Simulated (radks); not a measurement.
Initial-state core-level shifts of the vanadium ion V2+ when its valence configuration changes from [Ar] 3d3. All-electron calculation, Dirac Kohn-Sham, BLYP, spin-unpolarised, spherical densities, point nucleus; open shells are shared between the two j in proportion to 2j + 1. Program: a radial shooting solver on a logarithmic mesh with Libxc functionals. Shifts are changes of the shell-averaged eigenvalues in eV (positive: less bound).

valence,1s,2s,2p,3s
3d2 4s1,-6.648,-7.643,-7.555,-6.340
3d2 4p1,-7.813,-8.795,-8.702,-7.488
3d1.5 4s0.5 4p1,-11.601,-13.177,-13.034,-10.958
3d1 4s2,-14.563,-16.782,-16.595,-13.500
3d2 4s0.5 4p0.5,-7.235,-8.223,-8.133,-6.918
3d1 4s1 4p1,-15.684,-17.907,-17.712,-14.598
3d1 4p2,-16.768,-18.998,-18.795,-15.663
3d2.5 4s0.5,-3.157,-3.625,-3.583,-3.051
3d1.5 4p1.5,-12.160,-13.734,-13.588,-11.508
